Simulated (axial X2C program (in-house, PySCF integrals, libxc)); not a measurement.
# HBr along the bond: LDA, 2c

Calculated with an in-house all-electron X2C program for linear molecules (integrals from PySCF). Two-component (2c) means X2C with spin–orbit coupling and atomic mean-field two-electron Coulomb and Gaunt terms. Basis: Br dyall-cv3z [8s9p6d4f1g], H dyall-v3z [6s2p1d] (cores contracted in-house); Gaussian nuclei, density fitting, unrestricted open shells. Masses: Br 78.918 u, H 1.008 u.

State: Ω = 0 (closed shell). Dipoles are positive if H is the positive end.

```csv
R (Å),μ (D),HOMO (eV),LUMO (eV)
1.235,0.785,-7.48,-0.37
1.292,0.812,-7.45,-0.66
1.335,0.835,-7.42,-0.90
1.377,0.859,-7.40,-1.15
1.420,0.885,-7.38,-1.42
1.470,0.916,-7.35,-1.74
1.519,0.949,-7.33,-2.06
1.583,0.993,-7.30,-2.48
1.661,1.049,-7.27,-2.96
1.775,1.133,-7.23,-3.62
```

**Question.** The minimum lies at 1.430 Å. What is the dipole moment there, and its slope?

**Answer.** At LDA, 2c, with the sign and origin stated: μ = 0.89 D, dμ/dR = 0.62 D/Å.

The state is one determinant whose occupation by symmetry is held fixed; it was picked as the lowest of a PBE0 search that is not exhaustive. Closed shells are restricted here (equal orbitals for both partners); the stretched side of such a curve lies too high.
